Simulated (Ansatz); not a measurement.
`Cl[Si](Cl)(Cl)Br`, one more setting.

```yaml
crystal:
  periodic: [false, false, false]
  atoms:
    - {symbol: Cl, position_ang: [-0.852880, -0.217682, 1.821586]}
    - {symbol: Si, position_ang: [0.003445, -0.042577, -0.003195]}
    - {symbol: Cl, position_ang: [1.690477, -1.158176, -0.059225]}
    - {symbol: Cl, position_ang: [-1.285660, -0.709676, -1.412792]}
    - {symbol: Br, position_ang: [0.494418, 2.054411, -0.387875]}
basis:
  gaussian: {orbitals: 6-31G, final_grid: {core_spheres: 5, valence_spheres: 4, degree: 11}}
hamiltonian: {xc: {name: RPBE}}
```

```sh
$ ansatz run in.yaml --threads 4 --pin off --events-out ev --progress --plain --max-ram 10444MiB
```

Shortened log:

```
Functional definition: RPBE
820 factors; integrals over basis functions are off by at most 3.2e-4 eV
mean field evaluation 1: about -115470.6394 eV, gradient 2.2e1 eV
mean field evaluation 2: about -115468.6077 eV, gradient 3.4e1 eV
mean field evaluation 4: about -115472.2776 eV, gradient 4.4e-1 eV
mean field evaluation 8: about -115472.3422 eV, gradient 5.4e-2 eV
mean field -115472.34225730 eV, -4243.5303079911 hartree, gradient 6.1e-6 eV, S^2 0.000000; 0 other end points of the search recorded, 0 dependent functions left out
reference -115472.34231771 eV, -4243.5303102110 hartree; 50, 50 occupied and 31, 31 virtual orbitals, 820 factors
Total energy: -115472.34231771 eV, -4243.5303102110 hartree
```

Hardware: 4 threads of an Arm Neoverse V2 on a shared host. Wall time 0.5 s, peak host memory 0.43 GiB.
